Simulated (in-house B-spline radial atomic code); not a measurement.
## BLYP excitations of Ca¹⁰⁺

Method: BLYP. Computed with an all-electron radial atomic-structure program (B-spline basis): linear response of the closed shell [He] 2s2 2p6 with the functional's adiabatic kernel; scalar-relativistic (spin-free one-electron X2C), finite nucleus, no spin-orbit coupling, no double excitations, S, P, D and F terms only. Only terms of natural parity with L up to 3 were computed.

Command:
```bash
python run_td.py task.json out
```
Settings (radii: box in bohr, nucleus in fm):
```
Z                        20
electrons                10
configuration            [He] 2s2 2p6
hamiltonian              x2c
method                   b88,lyp
box_radius               9.77
rms_radius               3.4776
intervals                70
```

Time taken, with all properties: 0.2 s on 1 thread of Intel(R) Xeon(R) Platinum 8559C (Emerald Rapids), on a shared host.

The lowest states, in the order of their Tamm-Dancoff energies; the method's threshold (minus the highest occupied level) is 560.09 eV. Labels give the largest channel, * marks a mixed state, and oscillator strengths are full-response dipole values. Semilocal kernels can invert the small singlet-triplet splittings of Rydberg terms. Energies in eV:

```csv
state,full response,Tamm-Dancoff,oscillator strength
2p → 3s 3P,333.22,333.24,-
2p → 3s 1P,336.03,336.07,0.168
2p → 3p 3S,?,?,-
2p → 3p 3D,354.29,354.31,-
2p → 3p 1D,356.94,356.95,-
2p → 3p 1S,369.42,370.12,-
2p → 3d 3P,383.53,383.55,-
2p → 3d 3F,383.95,383.98,-
2p → 3d 1F,386.55,386.56,-
2p → 3d 1P,393.09,393.33,1.99
2s → 3s 3S,410.50,410.51,-
2s → 3s 1S,416.38,416.67,-
2s → 3p 3P,432.06,432.07,-
2s → 3p 1P,434.46,434.48,0.416
2p → 4s 3P,447.54,447.55,-
2p → 4s 1P,?,?,?
```

**Question.** Where does 2p → 3p 3S lie?

**Answer.** At 352.54 eV in full response, 352.59 eV in Tamm-Dancoff.

**Question.** Where does 2p → 4s 1P lie?

**Answer.** At 448.32 eV in full response, 448.33 eV in Tamm-Dancoff, oscillator strength 0.0452.

**Question.** How large is the singlet-triplet splitting of 2p → 3s (P terms) in Tamm-Dancoff?

**Answer.** 2.83 eV, from the unrounded values.

**Question.** What polarisabilities and dispersion coefficient does the method give?

**Answer.** Dipole 0.02159 bohr³, quadrupole 0.004798 bohr⁵, C6 0.006087 hartree·bohr⁶ for two such species.
